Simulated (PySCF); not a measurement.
A run for PySCF: R-MP2/6-31G* on CH5NOSi (a complex), monomers drawn apart or pushed together.

```python
from pyscf import gto, scf, dft, mp
from pyscf.data.elements import chemcore

mol = gto.M(
    atom='''
    C    -1.24173655    1.04102897    0.17973314
    N    -1.98824096    1.38178261   -0.62158182
    H    -0.54110061    0.72179297    0.93158787
    O     0.89186741   -0.01726735    2.61411387
    Si    0.45283375   -0.94211603    3.92797431
    H     1.81122917    0.24977680    2.53119210
    H     1.19657552   -2.22258743    3.94270643
    H    -0.99201624   -1.18039493    3.75634365
    H     0.71692307   -0.21906768    5.19304756
    ''',
    basis='6-31g*',
    cart=True,
    charge=0, spin=0, verbose=3, max_memory=1800)
mf = scf.RHF(mol)
mf.conv_tol = 1e-8
mf.max_cycle = 100
mf.kernel()
if not mf.converged:
    mf = mf.newton().run(mf.mo_coeff, mf.mo_occ)
pt = mp.MP2(mf, frozen=chemcore(mol)).run()
```

Program output:

```
converged SCF energy = -459.012061445281
E(RMP2) = -459.555865275912  E_corr = -0.543803830630306
E(SCS-RMP2) = -459.548716456679  E_corr = -0.5366550113973
```

The run converged.

Cost: roughly 1.1 core-seconds.
